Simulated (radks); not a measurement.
Neutral arsenic, configuration [Ar] 3d10 4s1 4p3 4d1 (not the ground configuration). Calculated with a radial shooting solver on a logarithmic mesh with Libxc functionals: Dirac Kohn-Sham, LDA (Slater exchange, Perdew-Wang correlation), spin-unpolarised, spherical densities, finite nucleus; open shells are shared between the two j in proportion to 2j + 1; Fermi nuclear charge, rms radius 4.0968 fm.

Spin-orbit splittings of the eigenvalues, e(l+1/2) - e(l-1/2), with zeta = 2 splitting/(2l+1) and mean radii in bohr:

| shell | occ. | splitting (eV) | zeta (eV) | <r> j=l-1/2 | <r> j=l+1/2 |
|---|---|---|---|---|---|
| 2p | 6 | 36.49 | 24.33 | 0.1748 | 0.1785 |
| 3p | 6 | 5.038 | 3.358 | 0.6105 | 0.6212 |
| 3d | 10 | 0.7328 | 0.2931 | 0.6735 | 0.6782 |
| 4p | 3 | ? | ? | 2.272 | 2.313 |
| 4d | 1 | 0.004088 | 0.001635 | 7.622 | 7.661 |

Estimate the 4p splitting.

Answer. 0.3538 eV (zeta = 0.2358 eV).
